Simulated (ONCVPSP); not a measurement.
Potentials for molybdenum (Mo) compared

Generated with ld1.x 7.5 (TM, RRKJ, ultrasoft, PAW), atompaw 4.2 or ONCVPSP 4.0.1. The cutoff is in Ry: for ld1.x and atompaw files where the sum of valence levels is converged to 10 mRy in a Bessel basis, for ONCV files where the hardest occupied wave has 1 mHa per electron of residual kinetic energy. The error is the largest all-electron minus pseudo excitation energy over each file’s own four to seven test configurations (ionisations up to +4, promotions, holes and added fractions of an electron), all of which were solved. The labels leave out finer settings (local radius, basis sizes, second energies), which also bear on the numbers. Spin-polarised tests are not counted. The rows are a selection from randomly drawn settings: files with unsolved tests, undetermined cutoffs or missed reference levels are left out.

A true bound ghost makes a file unfit for plane-wave use even where its test errors are small: the radial tests pick states by their node count and pass the ghost by.

| potential | cutoff (Ry) | largest error (meV) | bound ghosts |
| --- | --- | --- | --- |
| ONCV, PBE, fully relativistic, rc 1.25/2.05/2.15 (spd), local smoothed, core correction yes, reference 4s2 4p6 4d3, qcut 4.4/7.2/8.9, projectors 2/3/2 | 199 | +8.6 | none |
| ONCV, PBE, fully relativistic, rc 1.60/1.50/1.65 (spd), local smoothed, core correction yes, reference 4s2 4p6 4d5 5s1, qcut 6.4/7.3/5.7, projectors 2/2/1 | 52 | -3.0 | none |
| ONCV, PBE, fully relativistic, rc 1.55/1.35/1.55 (spd), local smoothed, core correction yes, reference 4s2 4p6 4d4.5, qcut 9/7.2/7.2, projectors 3/2/2 | 52 | -0.2 | none |
| ONCV, PBE, scalar-relativistic, rc 1.65/1.75/2.65 (spd), local smoothed, core correction yes, reference 4s2 4p6 4d5 5s1, qcut 9.4/8.6/5.5, projectors 2/2/2 | 53 | -180 | none |
| ONCV, LDA (Perdew-Zunger), scalar-relativistic, rc 1.75/1.55/2.55 (spd), local smoothed, core correction yes, reference 4s2 4p6 4d5 5s1, qcut 9.1/7.8/5.9, projectors 2/3/2 | 49 | +62 | none |
| ONCV, PBE, scalar-relativistic, rc 1.85/1.90/2.20/2.05 (spdf), local smoothed, core correction no, reference 4s2 4p6 4d5, qcut 7.7/5.6/6.5/6.2, projectors 2/3/2/3 | 36 | +34 | f |

**Question.** Fill in the row for Mo: ONCV, PBE, fully relativistic, rc 1.65/1.45/2.30 (spd), local smoothed, core correction yes, reference 4s2 4p6 4d5 5s1, qcut 5.2/5.2/5.3, projectors 2/2/2.

**Answer.** cutoff 58 Ry, largest error +46 meV, bound ghosts: none.

**Question.** Fill in the row for Mo: ONCV, LDA (Perdew-Wang 92), scalar-relativistic, rc 2.15/2.05/1.90 (spd), local smoothed, core correction yes, reference 4s2 4p6 4d5 5s0.75, qcut 5.2/5.4/9.6, projectors 2/2/1.

**Answer.** cutoff 40 Ry, largest error -2.2 meV, bound ghosts: none.

**Question.** Fill in the row for Mo: ONCV, Wu-Cohen, scalar-relativistic, rc 2.95/1.55/1.55 (spd), local smoothed, core correction yes, reference 4p6 4d5 5s1, qcut 2.5/8.2/6, projectors 2/2/2.

**Answer.** cutoff 46 Ry, largest error +20 meV, bound ghosts: s.
